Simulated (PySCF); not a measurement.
# Assignment exercise: C7H3N

Mapped SMILES: `[CH2:1]=[C:2]=[C:3]=[CH:4][C:5]#[C:6][C:7]#[N:8]` (H(Xn): hydrogen on atom n).

One computed conformer, no relativistic terms, fast rotation and ring inversion assumed for equivalent nuclei, isolated molecule. Coordinates at the GFN2-xTB level; shielding tensors at PBE0/pcSseg-1 (GIAO); PySCF.

References, each an isolated molecule treated in the same way: 13C (σ = 186.93 ppm) and 1H (σ = 31.72 ppm) vs TMS.

(1) Assign these signals to the numbered atoms. 13C{1H} NMR (computed): δ 201.0, 178.5, 114.5, 111.8, 94.1, 81.6, 79.3.

(2) Assign these signals to the numbered atoms. 1H NMR (400 MHz, computed): δ 6.10 (s, 2H), 5.96 (s, 1H).

## Answers

(1) 
| δ (ppm) | atoms | environment | reason |
| --- | --- | --- | --- |
| 201.0 | C3 | central carbon of an allene | the central sp carbon of an allene is among the most deshielded carbons of hydrocarbons |
| 178.5 | C2 | central carbon of an allene | – |
| 114.5 | C1 | terminal carbon of a cumulated C=C=C unit | – |
| 111.8 | C7 | nitrile carbon | this is the usual window of a C≡N carbon, which has no attached hydrogen |
| 94.1 | C4 | terminal carbon of a cumulated C=C=C unit | – |
| 81.6 | C5 | alkyne carbon | the triple bond shields along its axis, which puts it between sp3 and sp2 carbons |
| 79.3 | C6 | alkyne carbon | – |

(2) 
| δ (ppm) | atoms | environment | reason |
| --- | --- | --- | --- |
| 6.10 | H(C1) | hydrogen on a terminal carbon of a cumulated C=C=C unit | a vinylic proton, deshielded by the sp2 carbon and the C=C anisotropy |
| 5.96 | H(C4) | hydrogen on a terminal carbon of a cumulated C=C=C unit | – |

Shifts are as computed. Against solution values, carbons near 30 ppm lie about +3 ppm off and those near 130 ppm about +5 ppm (rms about the fit 2.1 ppm; single classes can miss by 10 ppm). Of 1328 compounds with measured shifts, 309 miss one by over three times the rms of a fit or turn the order of signals round; such compounds aren't used in these exercises. Signals without a measured value on file couldn't be tested in this way; 1H shifts scatter by 0.2 ppm about their fit, and single ones miss by 0.5 ppm. No couplings were computed; multiplicities are counted from neighbouring protons, with m where these are inequivalent, close in shift, in a saturated or five-membered ring or joined by F or P, and br s for small geminal =CH2 splittings.
